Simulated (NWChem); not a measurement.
System: C2H5N3Si; SMILES C1=N[Si@H](C=N1)N

NWChem input:

```
start job
memory heap 200 mb stack 900 mb global 1100 mb
geometry units angstroms noautosym nocenter noautoz
  N     -0.135741     2.127939    -0.555582
  Si     0.045197     0.712467     0.406721
  C     -1.275417    -0.637374     0.089216
  N     -0.693898    -1.747053    -0.207098
  C      0.766460    -1.558183    -0.218019
  N      1.342587    -0.449806     0.028984
  H      0.411137     2.951365    -0.332429
  H     -0.274198     2.049237    -1.556488
  H      0.172188     1.147308     1.817961
  H     -2.364800    -0.625949     0.143147
  H      1.313531    -2.472659    -0.459670
end
basis spherical
  * library 6-31g*
end
dft
  xc b3lyp
  iterations 150
end
cosmo
  do_cosmo_smd true
  solvent toluene
end
task dft energy
```

Geometry: optimised at B3LYP/6-31G* (spherical d). Solvent: toluene.

Level: B3LYP/6-31G* with SMD (1 M gas to 1 M solution), gas-phase geometry. Reactions with the solvent are ignored.

Q: Predict the main results of this run. (B3LYP/6-31G* (spherical d), SMD on the gas-phase geometry.) Quantities: solvation free energy (kcal/mol); cavity-dispersion-structure term (kcal/mol); dipole in solution (D).

A: 
- solvation free energy (kcal/mol) = -5.6
- cavity-dispersion-structure term (kcal/mol) = -0.3
- dipole in solution (D) = 2.76
